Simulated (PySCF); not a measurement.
## How methods differ on the ionisation energy of Zn²⁺

Zn²⁺ [Ar] 3d10 → Zn³⁺ [Ar] 3d9 [3d3/2^4 3d5/2^5, M_J = 5/2], as a difference of total energies. All numbers are calculated (PySCF 2.14, the two-component X2C-1e Hamiltonian, in x2c-QZVPPall-2c). Correlated levels: [Ne] frozen; the 8 highest virtual spinors dropped. "Screened" scales the spin-orbit matrix elements by Boettger's factors to mimic the two-electron term; Breit and QED terms are absent.

Question: Order these methods by the ionisation energy they give, lowest first.
A. GHF (screened spin-orbit)
B. GMP2 (spin-free)
C. GHF (spin-free)
D. GMP2 (screened spin-orbit)

Answer: A (36.913 eV), C (37.057 eV), D (40.352 eV), B (40.499 eV).

Errors of the correlated levels include the incompleteness of this basis and the frozen core.

For comparison: 39.723 eV (measured; NIST Atomic Spectra Database, ionization energies).
